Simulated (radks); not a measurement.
Ionisation of the technetium ion Tc3+, [Kr] 4d4, to [Kr] 4d3 as the strength of local exchange is varied. All-electron calculation, scalar-relativistic Kohn-Sham, Slater X-alpha exchange (alpha = 2/3 is LDA exchange), no correlation, spin-polarised, spherical densities, finite nucleus; open shells are filled with parallel spins first (spin-orbit coupling, left out, can overturn this in heavy ions); Fermi nuclear charge, rms radius 4.4112 fm. Program: a radial shooting solver on a logarithmic mesh with Libxc functionals.

alpha  E(Tc3+) (hartree)  exchange (hartree)  IE (eV)  -e of the level emptied (eV)  <r> of it (bohr)
0.667        -4275.60415          -119.24646   42.075                   35.329 (4d)             1.526
0.71         -4283.31117          -127.14878   43.044                   36.248 (4d)             1.511
0.712        -4283.66995          -127.51696   43.089                   36.291 (4d)             1.511
0.752        -4290.85154          -134.89235   44.003                   37.159 (4d)             1.497
0.815        -4302.18540          -146.55402   45.464                   38.551 (4d)             1.477
0.89         -4315.71454          -160.50938   47.240                   40.248 (4d)             1.454

NIST Atomic Spectra Database: 41 +/- 1.7 eV (theoretical). The central value is not met in this range of alpha. Open shells are spherical and high-spin; term and fine-structure splittings are not resolved.
